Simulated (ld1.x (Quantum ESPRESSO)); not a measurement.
**Ranking TM potentials for Pb (Z = 82)**

All share these settings but for the change named:

```
Element                 : Pb (Z = 82)
Generator               : ld1.x (Quantum ESPRESSO) 7.5
Type                    : norm-conserving Troullier–Martins (Kleinman–Bylander form)
Functional              : PBE
Relativity              : scalar-relativistic
Frozen core             : [Xe] 4f14 5d10
Valence charge          : 4
Reference configuration : 6s2 6p2
Partial waves           : 6s (bound): rc 1.90 bohr; 6p (bound): rc 2.85 bohr
Local potential         : all-electron potential smoothed inside 2.30 bohr (lloc = -1)
Core correction         : a·sin(br)/r model core inside 1.50 bohr
```

Cutoff: the first of the cutoffs (Ry, on a coarse ladder) from which the occupation-weighted sum of valence levels, in a spherical-Bessel basis at the reference potential, stays within 10 and 1 mRy of its value at 400 Ry; the density cutoff is not measured.

The base gives 21 Ry.

Of 10 variants that were run, those that failed, showed a ghost or another fault, or gave nearly equal values are left out.

A variant can come out equal or close to the base.

Question: Rank these variants from softest to hardest (loose cutoff).
A. all radii but the core radius scaled by about 1.33 (s 2.52, p 3.80 bohr); local potential all-electron potential smoothed inside 3.06 bohr (lloc = -1)
B. all radii but the core radius scaled by about 1.09 (s 2.06, p 3.10 bohr); local potential all-electron potential smoothed inside 2.50 bohr (lloc = -1)
C. all radii but the core radius scaled by about 1.37 (s 2.60, p 3.90 bohr); local potential all-electron potential smoothed inside 3.16 bohr (lloc = -1)

Answer: C (15 Ry), A (18 Ry), B (21 Ry).
